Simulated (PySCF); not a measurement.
A calculated (PBE, PySCF 2.14, cc-pVDZ-DK, scalar relativity by spin-free X2C-1e) atom or ion has these occupied shells.

| shell | electrons | orbital energy (eV) | rms radius, mean of both spins (bohr) |
| --- | --- | --- | --- |
| 1s α | 1 | -9526.5 | 0.0580 |
| 1s β | 1 | -9526.5 | 0.0580 |
| 2s β | 1 | -1167.4 | 0.245 |
| 2s α | 1 | -1167.4 | 0.245 |
| 2p α | 3 | -1013.4 | 0.219 |
| 2p β | 3 | -1013.4 | 0.219 |
| 3s α | 1 | -138.74 | 0.733 |
| 3s β | 1 | -138.71 | 0.733 |
| 3p α | 3 | -92.976 | 0.776 |
| 3p β | 3 | -92.927 | 0.776 |
| 3d α | 5 | -19.811 | 1.04 |
| 3d β | 5 | -19.598 | 1.04 |
| 4s α | 1 | -14.550 | 2.59 |

Task: Name the element and its charge.

Result: Zn⁺ (zinc, charge +1), in [Ar] 3d10 4s1, 2S determinant.
